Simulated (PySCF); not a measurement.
## How the method moves the HOMO and LUMO of `C#CC(=C=O)B(Cl)Cl`

Species: C₄HBCl₂O.
Geometry (PBE0-D3(BJ)/def2-SVP, Å), atoms numbered from 1 in this order:
```xyz
9
C4HBCl2O angstrom
C     -1.0451   -2.6391   -0.0650
C     -0.4594   -1.5797   -0.0045
C      0.2088   -0.3238    0.0878
C      1.4614   -0.2285   -0.3909
O      2.5307   -0.1312   -0.7952
B     -0.3854    0.9533    0.6984
Cl    -2.0089    0.9444    1.3322
Cl     0.5713    2.4293    0.7667
H     -1.5667   -3.5769   -0.1212
```

Basis pcSseg-1 throughout (PySCF), one geometry. Geometry: PBE0-D3(BJ)/def2-SVP; no solvent, vibrations or thermal averaging.

**Question.** How do the orbital energies, the gap and the dipole change with the method?

**Answer.** 
```csv
method,kind,HOMO (eV),LUMO (eV),gap (eV),μ (D),SCF cycles
BLYP,GGA,-6.03,-2.84,3.19,1.32,17
OPBE,GGA,-6.20,-2.93,3.27,1.45,17
PBE,GGA,-6.23,-3.02,3.20,1.37,17
B3LYP,global hybrid,-7.09,-2.16,4.93,1.41,15
B97-2,global hybrid,-7.10,-2.02,5.07,1.46,15
mPW1PW91,global hybrid,-7.37,-1.98,5.39,1.48,15
BHandHLYP,global hybrid,-8.27,-0.69,7.59,1.49,15
HF,Hartree–Fock,-9.72,1.98,11.70,1.60,12
```

The HOMO spans 3.69 eV, from BLYP down to HF, and the gap runs from 3.19 eV (BLYP) to 11.70 eV (HF). Over the methods BLYP (0 %), OPBE (0 %), PBE (0 %), B3LYP (20 %), B97-2 (21 %), mPW1PW91 (25 %), BHandHLYP (50 %), HF (100 %), a straight line through the gap against the share of exact exchange rises by 0.85 eV for each 10 % (correlation coefficient 1.000). The dipole ranges from 1.32 D (BLYP) to 1.60 D (HF). This basis has no diffuse functions.
